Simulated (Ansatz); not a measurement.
F₂Sr, triplet, geometry from GFN2-xTB (such geometries of metal compounds can be far from the true shape) (a higher spin typed on purpose: for a closed-shell molecule this is an excited state) (core potentials on Sr). Base run: BLYP/def2-SVP in Ansatz (an electronic-structure program).

Ansatz was given this input:
Ansatz 0.2 input:
```yaml
crystal:
  periodic: [false, false, false]
  atoms:
    - {symbol: Sr, position_ang: [-0.01928479, -0.00443925, -0.00172854]}
    - {symbol: F, position_ang: [-0.19487950, 1.54858338, -1.32094324]}
    - {symbol: F, position_ang: [0.27630419, -1.52983987, 1.32824151]}
basis:
  gaussian:
    orbitals: def2-SVP
hamiltonian:
  xc: blyp
magnetization: {spin_polarized: true, initial_magnetization: 2}
```

The base run was repeated with changes; each row names its change, and settings that it needs were set with it.

```
change                                      E (Eh)  <S^2>
--------------------------------------  ----------  -----
base                                    -230.14615  2.002
functional = pbe; dispersion = d4       -230.00366  2.002
functional = wB97X                      -230.10011  2.010
functional = revpbe                     -230.14818  2.002
functional = lc_wpbe                    -230.05665  2.009
functional = r2scan                     -230.11178  2.004
functional = b3lyp5                     -230.08339  2.006
functional = pbe; dispersion = d3bjatm  -230.00321  2.002
functional = cam_b3lyp                  -230.08431  2.009
functional = hse06                      -229.96357  2.007
functional = pbe                        -230.00242  2.002
functional = wB97X-V                    -230.06002  2.010
functional = b3lyp                      -230.18681  2.006
```

Totals shift with the method and basis; they matter in differences.
